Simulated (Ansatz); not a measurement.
Frontier orbitals of C$_{2}$H$_{8}$BNSi, SMILES `N[SiH]1BCC1`.

```xyz
13

N    -1.139    1.163    1.784
Si    0.036    0.475    0.743
B     0.429    0.904   -1.182
C     0.751   -0.635   -1.327
C    -0.118   -1.198   -0.167
H    -2.069    1.390    1.477
H    -1.084    1.066    2.783
H     1.306    0.438    1.530
H     0.364    1.739   -2.034
H     1.819   -0.756   -1.086
H     0.611   -1.105   -2.306
H     0.236   -2.120    0.296
H    -1.143   -1.361   -0.512
```

Total charge 0; spin multiplicity 1. Geometry: relaxed with PBE0-D4/def2-TZVP. It is one conformer, not always the lowest. Basis def2-TZVPP, Ansatz 0.2.0.

```json
{"functional": "LDA (SPW92)", "HOMO (eV)": "-5.61", "LUMO (eV)": "-2.94", "gap (eV)": "2.67"}
{"functional": "PBE", "HOMO (eV)": "-5.49", "LUMO (eV)": "-2.71", "gap (eV)": "2.78"}
{"functional": "B97M-V", "HOMO (eV)": "-5.83", "LUMO (eV)": "-2.50", "gap (eV)": "3.33"}
{"functional": "PBE0", "HOMO (eV)": "-6.74", "LUMO (eV)": "-1.74", "gap (eV)": "5.00"}
{"functional": "B3LYP", "HOMO (eV)": "-6.54", "LUMO (eV)": "-1.94", "gap (eV)": "4.60"}
{"functional": "r2SCAN0", "HOMO (eV)": "-6.91", "LUMO (eV)": "-1.56", "gap (eV)": "5.35"}
{"functional": "CAM-B3LYP", "HOMO (eV)": "-8.11", "LUMO (eV)": "-0.62", "gap (eV)": "7.49"}
{"functional": "ωB97X-V", "HOMO (eV)": "-9.09", "LUMO (eV)": "0.44", "gap (eV)": "9.53"}
{"functional": "ωB97M-V", "HOMO (eV)": "-8.94", "LUMO (eV)": "0.18", "gap (eV)": "9.12"}
```

From PBE to PBE0 the HOMO moves by −1.25 eV and the LUMO by +0.97 eV, and with ωB97M-V by −3.46 and +2.89 eV, so the gap grows from 2.78 to 9.13 eV with exact exchange. A positive LUMO is unbound and depends on the basis.

B3LYP here is the variant with VWN-RPA as its local correlation; programs differ in this.
